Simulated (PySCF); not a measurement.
Job for PySCF: R-HF/3-21G on CH6InN (SMILES [CH3][InH][NH2]), a point of a bond scan (R = 1.090 Å).

```python
from pyscf import gto, scf, dft, mp
from pyscf.data.elements import chemcore

mol = gto.M(
    atom='''
    In   -0.19752538   -0.13187274   -0.17252637
    H    -1.33035343   -1.07031689   -1.06853503
    C     0.47968627    1.91006392   -0.40323080
    H     0.95436265    2.03975876   -1.37575038
    H     1.19643939    2.15403667    0.37930391
    H    -0.36525754    2.59563687   -0.34110707
    N     0.65166297   -1.12881397    1.37891550
    H     1.33462167   -0.73106337    2.00385292
    H     0.44917276   -2.08497332    1.62300437
    ''',
    basis='3-21g',
    charge=0, spin=0, verbose=3, max_memory=1800)
mf = scf.RHF(mol)
mf.conv_tol = 1e-8
mf.max_cycle = 100
mf.kernel()
if not mf.converged:
    mf = mf.newton().run(mf.mo_coeff, mf.mo_occ)
```

The log:

```
converged SCF energy = -5810.01462087926
```

The calculation finished and met its thresholds.

Cost: very roughly 0.6 core-seconds.
